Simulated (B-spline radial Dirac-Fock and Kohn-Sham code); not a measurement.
## Core and valence levels of N³⁺

System: N³⁺, configuration [He] 2s1 2p1 (not the ground configuration); nuclear rms radius 2.5582 fm (A = 14).

Method: Dirac-Fock energy differences between relaxed states, corrected for Breit and QED terms. Computed with a radial atomic solver. No correlation. Energies are counted from the vacuum level. Subshells whose hole state is unreliable or did not converge are left out.

All terms are in eV, carry their sign (relaxation lowers the binding energy) and add up to the binding energy; ⟨r⟩ is the mean radius of the orbital in the initial state.

```csv
subshell,−ε (Koopmans),relaxation,Gaunt,retardation,QED,binding energy,⟨r⟩ (bohr)
L1,76.91,-0.36,-0.01,0.00,0.00,76.54,1.110
"L2,3",66.77,-0.31,-0.01,0.00,0.00,66.46,1.032
```
